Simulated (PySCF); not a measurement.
Nb(S)(F)(NH2)2 (FH₄N₂NbS), SMILES [F][Nb]([NH2])(=[S])[NH2], multiplicity 1.

Geometry optimised at r2SCAN-D4/def2-SVP. The spin state was assumed, not searched. The structure was generated by enumeration; whether it is a known compound was not checked. The def2 effective core potentials stand for the cores of Nb; spin–orbit coupling is left out. Other conformers were not sampled.

Two levels are set side by side: PBE/def2-TZVP (PySCF) and ωB97X/def2-TZVP (PySCF). Same geometry, gas phase. Differences are taken from unrounded values.

```tsv
quantity	ωB97X	PBE	PBE minus ωB97X
orbital gap (eV)	10.10	3.79	-6.31
highest occupied level (eV)	-9.85	-6.37	3.49
lowest empty level (eV)	0.25	-2.57	-2.82
dipole moment (D)	4.44	4.21	-0.22
mean polarisability (bohr³)	75.5	79.1	3.6
```

Without exact exchange PBE keeps part of each electron's self-repulsion, which lifts occupied levels and narrows the gap. PBE's more diffuse valence density responds more strongly to a field. Differences between two approximate levels are no errors against the true value.

Rough cost on one machine, each run with all the roots and properties that it gave: ωB97X against PBE within a factor of 2.
